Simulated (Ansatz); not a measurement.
Species: trihydroxy(propyl)silane, C3H10O3Si (charge 0, singlet). 
Geometry from a B3LYP-D3(BJ)/def2-TZVP (Ansatz, a quantum-chemistry and plane-wave program) optimisation:
SMILES: CCC[Si](O)(O)O
```xyz
17

C     -3.1759    -0.9696     0.2614
C     -1.6675    -1.0150     0.0314
C     -0.9930     0.3533     0.2058
Si     0.8463     0.3475    -0.0398
O      1.5187     1.8359     0.1403
O      1.4435    -0.6677     1.1060
O      1.2773    -0.1079    -1.5696
H     -3.4036    -0.6286     1.2740
H     -3.6316    -1.9531     0.1286
H     -3.6573    -0.2793    -0.4355
H     -1.2143    -1.7329     0.7201
H     -1.4727    -1.3939    -0.9778
H     -1.4289     1.0753    -0.4930
H     -1.1984     0.7411     1.2091
H      1.8260     2.2706    -0.6591
H      2.3936    -0.6685     1.2495
H      1.0410    -0.9905    -1.8638
```

Wanted: atomisation energy (electronic, to ground-state atoms), in kJ/mol. Cores are frozen in the correlated levels unless marked. UHF or UKS for open shells. No spin-orbit coupling. Non-relativistic. The coupled-cluster limit lacks core correlation, which all-electron functionals hold. Basis-set limits of correlation are two-point, X^-3; Hartree-Fock from the larger set. The bracket is a focal-point correction in the basis named.

```json
[
 {"level": "HF/cc-pV(D+d)Z", "program": "Ansatz", "atomisation energy (kJ/mol)": "4891.4"},
 {"level": "BLYP/def2-TZVPD", "program": "Ansatz", "atomisation energy (kJ/mol)": "6750.7"}
]
```

What does RI-MP2/CBS(aug-cc-pV(T+d)Z,aug-cc-pV(Q+d)Z)+[CCSD(T)-MP2]/aug-cc-pV(T+d)Z (Ansatz) give?

6907.9 kJ/mol, so BLYP/def2-TZVPD differs from it by -157.2 kJ/mol.
